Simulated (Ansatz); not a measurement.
Molecule: dibromo(dimethyl)germane, C2H6Br2Ge, net charge 0, singlet state. 
Geometry from a B3LYP-D3(BJ)/def2-TZVP (Ansatz, a program for electronic structure) optimisation:
```
Ge
C 1 1.9496
H 2 1.0877 1 109.33
H 2 1.0896 3 109.53 1 -119.73
H 2 1.0896 3 109.53 4 -120.54
C 1 1.9496 2 117.01 3 180.00
H 6 1.0877 1 109.33 2 180.00
H 6 1.0896 7 109.53 1 -119.73
H 6 1.0896 7 109.53 8 -120.54
Br 1 2.3364 2 107.95 3 58.09
Br 1 2.3364 2 107.95 3 -58.09
```
Charge 0, spin multiplicity 1.

Dipole moments at this geometry, in debye (magnitudes).

```json
[
 {"level": "PBE/def2-TZVPD", "program": "Ansatz", "dipole (D)": "3.01"},
 {"level": "BLYP/def2-TZVPD", "program": "Ansatz", "dipole (D)": "3.01"},
 {"level": "r2SCAN/def2-TZVPD", "program": "Ansatz", "dipole (D)": "3.10"},
 {"level": "B3LYP/def2-TZVPD", "program": "Ansatz", "dipole (D)": "…"},
 {"level": "PBE0/def2-TZVPD", "program": "Ansatz", "dipole (D)": "3.10"},
 {"level": "r2SCANh/def2-TZVPD", "program": "Ansatz", "dipole (D)": "3.12"},
 {"level": "LC-wPBE/def2-TZVPD", "program": "Ansatz", "dipole (D)": "3.15"},
 {"level": "wB97X-V/def2-TZVPD", "program": "Ansatz", "dipole (D)": "3.13"},
 {"level": "CCSD(T)/aug-cc-pVDZ", "program": "Ansatz", "dipole (D)": "…"}
]
```

Problem. What belongs in the gaps?

Solution. 
- B3LYP/def2-TZVPD, dipole (D): 3.08
- CCSD(T)/aug-cc-pVDZ, dipole (D): 2.96
